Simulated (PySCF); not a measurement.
Input of a run (PBE0-D3(BJ)/def2-SVP geometry optimisation, gas phase (PySCF 2.14.0)), started from GFN2-xTB:
```
{"job": {"xc": "PBE0", "basis": "def2-SVP", "d3": "d3bj", "grid": 1, "kind": "geom"}, "charge": -1, "multiplicity": 1}
C      1.105220    -0.316406     0.035938
C      0.564074     0.913124    -0.016315
Ga    -1.164901    -0.053297    -0.034451
O      0.260475    -1.374176     0.041049
H      2.170710    -0.585245     0.076107
H      1.202265     1.797119    -0.022238
H     -2.033518    -0.222779    -1.335734
H     -2.095267    -0.148928     1.231077
```

Output (energies in Eh, forces in Eh/bohr):
```
step   0  E = -2077.91109715  max force = 0.022060
step   1  E = -2077.91307315  max force = 0.007716
step   2  E = -2077.91382682  max force = 0.003698
step   3  E = -2077.91392064  max force = 0.001617
step   4  E = -2077.91394287  max force = 0.000977
step   5  E = -2077.91395436  max force = 0.000507
step   6  E = -2077.91395683  max force = 0.000237
optimisation converged
```

Question: Summarise the run.

Answer: The energy falls by 0.078 eV over 7 energy and gradient evaluations, the largest force component goes from 0.0221 to 2.4e-04 Eh/bohr, and the atoms move by 0.046 Å rms after alignment. The bond that changes most is Ga3–O4 (ends: gallium bonded to C, O and 2 H; oxygen bonded to C and Ga), which lengthens by 0.070 Å. Bonds longer at the end by more than 0.005 Å: 6 of 8; shorter: 1. Among the angles that change most is Ga3–C2–H6, from 155.0° to 149.6°. The energy never rose by more than 1e-6 Eh on the way. The first step brought 69 % of the lowering.

Question: What are the final bond lengths?

Answer: C1=C2 1.357 Å, C2–Ga3 1.997 Å, Ga3–O4 2.015 Å, C1–O4 1.330 Å, C1–H5 1.115 Å, C2–H6 1.094 Å, Ga3–H7 1.614 Å, Ga3–H8 1.614 Å. Numbering counts from 1 in the input's order; the species is `[CH]1=C[O][GaH2-]1`.

The run used 94 basis functions and 46 SCF cycles in all. Hardware: Arm Neoverse V1, one thread, on a shared host. Cost: 15 s of wall time, 0.47 GiB resident at most.

PBE0-D3(BJ)/def2-SVP frequencies: not computed here.
